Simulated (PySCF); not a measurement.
Bi(Me)3 (C₃H₉Bi), SMILES [CH3][Bi]([CH3])[CH3].

Coordinates come from a B3LYP-D3(BJ)/def2-SVP optimisation. The isomer is the one that the SMILES or the coordinates give; other isomers of the formula were not compared. The def2 effective core potentials stand for the cores of Bi; spin–orbit coupling is left out.

Computed with ωB97X/def2-TZVP (PySCF).

Gas-phase values at a fixed geometry.

The total energy is -334.40653 hartree and the point group is C3v. The highest occupied level comes out as -8.71 eV and the lowest empty level comes out as 1.79 eV. The orbital gap is 10.51 eV. The dipole moment comes out as 0.48 D. The quadrupole, principal values (traceless, Buckingham form, about the centre of nuclear charge) is -1.09, 0.55, 0.55 D·Å, the mean static polarisability is 90.0 bohr³ (13.34 Å³) and the polarisability, principal values is 84.0, 93.1, 93.1 bohr³.
